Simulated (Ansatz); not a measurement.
C3H6O, SMILES `C/C=C/O` (C–C–O–H torsion 180°) (charge 0, multiplicity 1).

All values below come from PBE/cc-pVTZ // B3LYP-D3(BJ)/def2-TZVP (Ansatz, an electronic-structure program).

Ansatz 0.2 input:
```yaml
crystal:
  periodic: [false, false, false]
  atoms:
    - { symbol: C, position_ang: [-1.475733, 0.101029, -0.103986] }
    - { symbol: C, position_ang: [-0.132965, -0.225124, 0.470409] }
    - { symbol: C, position_ang: [1.011823, 0.036407, -0.145171] }
    - { symbol: O, position_ang: [2.228088, -0.274619, 0.407074] }
    - { symbol: H, position_ang: [-2.088778, -0.797103, -0.224305] }
    - { symbol: H, position_ang: [-1.386031, 0.575931, -1.083017] }
    - { symbol: H, position_ang: [-2.035042, 0.780559, 0.5459] }
    - { symbol: H, position_ang: [-0.09516, -0.702031, 1.444656] }
    - { symbol: H, position_ang: [1.041975, 0.51203, -1.121519] }
    - { symbol: H, position_ang: [2.931823, -0.007078, -0.190042] }
basis:
  gaussian: { orbitals: cc-pVTZ }
hamiltonian:
  xc: pbe
```

Output:

```
Functional definition: PBE
1019 factors; their error is unknown
mean field evaluation 1: about -5238.5004 eV, gradient 7.4e1 eV
mean field evaluation 2: about -5219.6321 eV, gradient 1.1e2 eV
mean field evaluation 4: about -5250.0080 eV, gradient 1.6e1 eV
mean field evaluation 8: about -5250.6053 eV, gradient 2.5e-1 eV
mean field evaluation 16: about -5250.5821 eV, gradient 1.4e-4 eV
mean field -5250.58213018 eV, -192.9553343118 hartree, gradient 2.8e-5 eV, S^2 0.000000; 0 other end points of the search recorded, 0 dependent functions left out
reference -5250.58216774 eV, -192.9553356921 hartree; 16, 16 occupied and 188, 188 virtual orbitals, 1019 factors
Total energy: -5250.58216774 eV, -192.9553356921 hartree
```
